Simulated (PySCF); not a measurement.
Start geometry of `[BiH3]` from GFN2-xTB (Å):
```
atom  x, y, z in Å
Bi1   -0.0064    0.0071    0.7849
H2     1.4295   -0.0315   -0.2522
H3    -0.6901    1.2495   -0.2744
H4    -0.7329   -1.2251   -0.2584
```

Q: What comes out of this run: PySCF 2.14.0, PBE0-D3(BJ)/def2-SVP geometry optimisation, gas phase, def2 core potentials past Kr?

A: 
```
atom  x, y, z in Å
Bi1   -0.006    0.005    0.776
H2     1.469   -0.029   -0.248
H3    -0.708    1.283   -0.273
H4    -0.756   -1.259   -0.255
```

The energy falls by 0.016 eV over 4 energy and gradient evaluations, the largest force component goes from 0.0076 to 1.3e-05 Eh/bohr, and the atoms move by 0.035 Å rms after alignment. Among the bonds, Bi1–H3 and Bi1–H4 change most and about equally (+0.025 to +0.026 Å). Bonds longer at the end by more than 0.005 Å: 3 of 3; shorter: 0. The orientation of the end geometry is arbitrary; only internal coordinates are fixed.

The run used 41 basis functions and 23 SCF cycles in all. On an x86-64 server with one thread, on a shared host, this took 5.0 s wall.

No frequency check.
